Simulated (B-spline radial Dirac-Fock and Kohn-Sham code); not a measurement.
Cu¹⁹⁺: scattering cross sections and density moments

System: Cu¹⁹⁺, configuration [He] 2s2 2p6.

These are calculated numbers from a radial B-spline solver; the model is configuration-average Dirac-Fock orbitals.

* Sum of ⟨r⟩: 1.775 bohr
* Sum of ⟨r²⟩: 0.4295 bohr²
* Sum of ⟨1/r⟩: 109.24 per bohr
* Langevin diamagnetic susceptibility: -0.340 × 10⁻⁶ cm³/mol
* Lamb shielding (α²/3)Σ⟨1/r⟩: 1939 ppm

Coherent scattering is the Thomson cross section weighted by f₀², without anomalous dispersion; incoherent scattering is Klein-Nishina weighted by S. The Lamb formula is the non-relativistic shielding expression. Electron correlation is left out. A dash stands where the photon energy is too low for the impulse approximation behind that column.

```
hν (keV)  coherent (b)  incoherent (b)  incoherent per electron (b)
       1         66.39               –                            –
       2         65.98               –                            –
  8.0478         58.55          0.4533                       0.0453
      10         54.87          0.6646                       0.0665
 17.4793         39.65           1.578                        0.158
      30         21.69           2.805                        0.280
      50         10.33           3.699                        0.370
    1000       0.04183           2.099                        0.210
```

Incoherent scattering overtakes coherent scattering between 50 and 1000 keV.
